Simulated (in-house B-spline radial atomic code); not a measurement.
Configurations of Sb3+, with energies counted from [Kr] 4d10 5s2. Method: scalar-relativistic (X2C) wB97X, spin-polarised, spherical fractional occupations, exact exchange averaged over the configuration, Fermi nucleus of rms radius 4.6802 fm. Calculated with a radial B-spline atomic code at the basis-set limit. Shells without spins written out take the highest spin.

Occupations are held fixed; configurations that lie above the ionisation limit could autoionise.

```json
{"configuration": "[Kr] 4d10 5s1 5p1", "E - E(ref) (eV)": "9.0388", "highest orbital": "5p up", "its <r> (bohr)": "2.326"}
{"configuration": "[Kr] 4d10 5s1 6s1", "E - E(ref) (eV)": "23.42", "highest orbital": "6s up", "its <r> (bohr)": "4.162"}
{"configuration": "[Kr] 4d10 5s1 5f1", "E - E(ref) (eV)": "33.37", "highest orbital": "5f up", "its <r> (bohr)": "6.095"}
{"configuration": "[Kr] 4d9 5s2 5d1", "E - E(ref) (eV)": "49.8", "highest orbital": "5d up", "its <r> (bohr)": "3.089"}
{"configuration": "[Ar] 3d10 4s2 4p5 4d10 4f1 5s2", "E - E(ref) (eV)": "126.32", "highest orbital": "4f up", "its <r> (bohr)": "2.866"}
```

(1) Order these further configurations by energy, lowest first.
A. [Kr] 4d10 5s1 6d1
B. [Ar] 3d9 4s2 4p6 4d10 5s2 5d1
C. [Ar] 3d10 4s2 4p5 4d10 5s2 5p1
D. [Ar] 3d9 4s2 4p6 4d10 5s2 6s1
E. [Kr] 4d10 4f1 5s1

(2) How far above the reference does [Kr] 4d10 5s1 6f1 lie?

Answers

(1) E (28.297 eV), A (31.402 eV), C (106.59 eV), B (546.9 eV), D (548.41 eV).

(2) 36.55 eV; its least bound orbital is 6f up with <r> = 9.886 bohr.
